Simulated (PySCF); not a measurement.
Bond stretch in SMILES [SiH3]Br (H3BrSi). The Si1–Br5 bond (Si1 also carries H, H, H; Br5 carries nothing else) is varied alone, starting from the PBE0/def2-TZVP optimised geometry.

- RKS-B3LYP/6-31G* = restricted B3LYP/6-31G*, spherical d (PySCF)
- UMP2/3-21G = unrestricted MP2 (frozen core)/3-21G (PySCF)
- UKS-B3LYP/6-31G* = PySCF with unrestricted B3LYP/6-31G*, spherical d
- UCCSD(T) = PySCF with CCSD(T) on UHF/cc-pVDZ, 14 core orbitals frozen

Energies relative to the lowest point of each curve near equilibrium, in kcal/mol; the last columns give the difference from UCCSD(T):

```json
[
 {"R / Å": "1.76", "RKS-B3LYP/6-31G*": "83.6", "UMP2/3-21G": "113.5", "UKS-B3LYP/6-31G*": "83.6", "UCCSD(T)": "90.4", "RKS-B3LYP/6-31G* − UCCSD(T)": "-6.8", "UMP2/3-21G − UCCSD(T)": "23.2", "UKS-B3LYP/6-31G* − UCCSD(T)": "-6.8"},
 {"R / Å": "1.89", "RKS-B3LYP/6-31G*": "36.0", "UMP2/3-21G": "55.9", "UKS-B3LYP/6-31G*": "36.0", "UCCSD(T)": "39.4", "RKS-B3LYP/6-31G* − UCCSD(T)": "-3.4", "UMP2/3-21G − UCCSD(T)": "16.5", "UKS-B3LYP/6-31G* − UCCSD(T)": "-3.4"},
 {"R / Å": "1.99", "RKS-B3LYP/6-31G*": "15.9", "UMP2/3-21G": "29.5", "UKS-B3LYP/6-31G*": "15.9", "UCCSD(T)": "17.6", "RKS-B3LYP/6-31G* − UCCSD(T)": "-1.7", "UMP2/3-21G − UCCSD(T)": "12.0", "UKS-B3LYP/6-31G* − UCCSD(T)": "-1.7"},
 {"R / Å": "2.08", "RKS-B3LYP/6-31G*": "5.8", "UMP2/3-21G": "14.8", "UKS-B3LYP/6-31G*": "5.8", "UCCSD(T)": "6.5", "RKS-B3LYP/6-31G* − UCCSD(T)": "-0.7", "UMP2/3-21G − UCCSD(T)": "8.3", "UKS-B3LYP/6-31G* − UCCSD(T)": "-0.7"},
 {"R / Å": "2.15", "RKS-B3LYP/6-31G*": "1.7", "UMP2/3-21G": "7.5", "UKS-B3LYP/6-31G*": "1.7", "UCCSD(T)": "1.9", "RKS-B3LYP/6-31G* − UCCSD(T)": "-0.3", "UMP2/3-21G − UCCSD(T)": "5.5", "UKS-B3LYP/6-31G* − UCCSD(T)": "-0.3"},
 {"R / Å": "2.22", "RKS-B3LYP/6-31G*": "0.0", "UMP2/3-21G": "3.0", "UKS-B3LYP/6-31G*": "0.0", "UCCSD(T)": "0.0", "RKS-B3LYP/6-31G* − UCCSD(T)": "0.0", "UMP2/3-21G − UCCSD(T)": "3.0", "UKS-B3LYP/6-31G* − UCCSD(T)": "0.0"},
 {"R / Å": "2.30", "RKS-B3LYP/6-31G*": "0.3", "UMP2/3-21G": "0.4", "UKS-B3LYP/6-31G*": "0.3", "UCCSD(T)": "0.2", "RKS-B3LYP/6-31G* − UCCSD(T)": "0.1", "UMP2/3-21G − UCCSD(T)": "0.2", "UKS-B3LYP/6-31G* − UCCSD(T)": "0.1"},
 {"R / Å": "2.33", "RKS-B3LYP/6-31G*": "0.9", "UMP2/3-21G": "0.0", "UKS-B3LYP/6-31G*": "0.9", "UCCSD(T)": "0.7", "RKS-B3LYP/6-31G* − UCCSD(T)": "0.2", "UMP2/3-21G − UCCSD(T)": "-0.7", "UKS-B3LYP/6-31G* − UCCSD(T)": "0.2"},
 {"R / Å": "2.42", "RKS-B3LYP/6-31G*": "3.8", "UMP2/3-21G": "0.3", "UKS-B3LYP/6-31G*": "3.8", "UCCSD(T)": "3.7", "RKS-B3LYP/6-31G* − UCCSD(T)": "0.1", "UMP2/3-21G − UCCSD(T)": "-3.5", "UKS-B3LYP/6-31G* − UCCSD(T)": "0.1"},
 {"R / Å": "2.59", "RKS-B3LYP/6-31G*": "12.4", "UMP2/3-21G": "5.0", "UKS-B3LYP/6-31G*": "12.4", "UCCSD(T)": "12.6", "RKS-B3LYP/6-31G* − UCCSD(T)": "-0.3", "UMP2/3-21G − UCCSD(T)": "-7.6", "UKS-B3LYP/6-31G* − UCCSD(T)": "-0.3"},
 {"R / Å": "2.76", "RKS-B3LYP/6-31G*": "22.7", "UMP2/3-21G": "12.9", "UKS-B3LYP/6-31G*": "22.7", "UCCSD(T)": "23.5", "RKS-B3LYP/6-31G* − UCCSD(T)": "-0.8", "UMP2/3-21G − UCCSD(T)": "-10.5", "UKS-B3LYP/6-31G* − UCCSD(T)": "-0.8"},
 {"R / Å": "2.97", "RKS-B3LYP/6-31G*": "35.6", "UMP2/3-21G": "25.6", "UKS-B3LYP/6-31G*": "35.6", "UCCSD(T)": "37.1", "RKS-B3LYP/6-31G* − UCCSD(T)": "-1.5", "UMP2/3-21G − UCCSD(T)": "-11.6", "UKS-B3LYP/6-31G* − UCCSD(T)": "-1.5"},
 {"R / Å": "3.32", "RKS-B3LYP/6-31G*": "55.0", "UMP2/3-21G": "49.6", "UKS-B3LYP/6-31G*": "55.0", "UCCSD(T)": "58.5", "RKS-B3LYP/6-31G* − UCCSD(T)": "-3.6", "UMP2/3-21G − UCCSD(T)": "-8.9", "UKS-B3LYP/6-31G* − UCCSD(T)": "-3.6"},
 {"R / Å": "3.69", "RKS-B3LYP/6-31G*": "71.1", "UMP2/3-21G": "59.6", "UKS-B3LYP/6-31G*": "69.9", "UCCSD(T)": "74.9", "RKS-B3LYP/6-31G* − UCCSD(T)": "-3.8", "UMP2/3-21G − UCCSD(T)": "-15.3", "UKS-B3LYP/6-31G* − UCCSD(T)": "-4.9"},
 {"R / Å": "4.04", "RKS-B3LYP/6-31G*": "82.5", "UMP2/3-21G": "63.4", "UKS-B3LYP/6-31G*": "77.7", "UCCSD(T)": "82.0", "RKS-B3LYP/6-31G* − UCCSD(T)": "0.5", "UMP2/3-21G − UCCSD(T)": "-18.6", "UKS-B3LYP/6-31G* − UCCSD(T)": "-4.4"},
 {"R / Å": "4.44", "RKS-B3LYP/6-31G*": "91.9", "UMP2/3-21G": "65.1", "UKS-B3LYP/6-31G*": "82.6", "UCCSD(T)": "84.6", "RKS-B3LYP/6-31G* − UCCSD(T)": "7.3", "UMP2/3-21G − UCCSD(T)": "-19.5", "UKS-B3LYP/6-31G* − UCCSD(T)": "-2.0"},
 {"R / Å": "4.85", "RKS-B3LYP/6-31G*": "98.5", "UMP2/3-21G": "65.8", "UKS-B3LYP/6-31G*": "85.4", "UCCSD(T)": "85.4", "RKS-B3LYP/6-31G* − UCCSD(T)": "13.0", "UMP2/3-21G − UCCSD(T)": "-19.6", "UKS-B3LYP/6-31G* − UCCSD(T)": "0.0"},
 {"R / Å": "5.48", "RKS-B3LYP/6-31G*": "104.7", "UMP2/3-21G": "66.1", "UKS-B3LYP/6-31G*": "87.6", "UCCSD(T)": "85.8", "RKS-B3LYP/6-31G* − UCCSD(T)": "18.9", "UMP2/3-21G − UCCSD(T)": "-19.7", "UKS-B3LYP/6-31G* − UCCSD(T)": "1.8"},
 {"R / Å": "5.94", "RKS-B3LYP/6-31G*": "107.3", "UMP2/3-21G": "66.2", "UKS-B3LYP/6-31G*": "88.4", "UCCSD(T)": "85.9", "RKS-B3LYP/6-31G* − UCCSD(T)": "21.5", "UMP2/3-21G − UCCSD(T)": "-19.7", "UKS-B3LYP/6-31G* − UCCSD(T)": "2.5"},
 {"R / Å": "6.63", "RKS-B3LYP/6-31G*": "109.8", "UMP2/3-21G": "66.2", "UKS-B3LYP/6-31G*": "88.9", "UCCSD(T)": "85.9", "RKS-B3LYP/6-31G* − UCCSD(T)": "23.8", "UMP2/3-21G − UCCSD(T)": "-19.7", "UKS-B3LYP/6-31G* − UCCSD(T)": "3.0"},
 {"R / Å": "7.68", "RKS-B3LYP/6-31G*": "111.7", "UMP2/3-21G": "66.2", "UKS-B3LYP/6-31G*": "89.2", "UCCSD(T)": "85.9", "RKS-B3LYP/6-31G* − UCCSD(T)": "25.8", "UMP2/3-21G − UCCSD(T)": "-19.7", "UKS-B3LYP/6-31G* − UCCSD(T)": "3.3"}
]
```

RKS-B3LYP/6-31G* is furthest from UCCSD(T) at 7.68 (25.8 kcal/mol, above); its mean absolute difference over the points is 6.4 kcal/mol.

UMP2/3-21G is furthest from UCCSD(T) at 1.76 (23.2 kcal/mol, above); its mean absolute difference over the points is 12.5 kcal/mol.

UKS-B3LYP/6-31G* is furthest from UCCSD(T) at 1.76 (-6.8 kcal/mol, below); its mean absolute difference over the points is 2.0 kcal/mol.

The restricted form behind RKS-B3LYP/6-31G* keeps the bonding electrons paired and can't separate into open-shell fragments. The unrestricted determinant behind UMP2/3-21G is spin-contaminated at 2.97 to 7.68 Å (<S²> up to 1.0, against 0.00 for a pure singlet). The unrestricted determinant behind UKS-B3LYP/6-31G* is spin-contaminated at 3.69 to 7.68 Å (<S²> up to 0.9, against 0.00 for a pure singlet). The unrestricted determinant behind UCCSD(T) is spin-contaminated at 3.32 to 7.68 Å (<S²> up to 1.0, against 0.00 for a pure singlet).
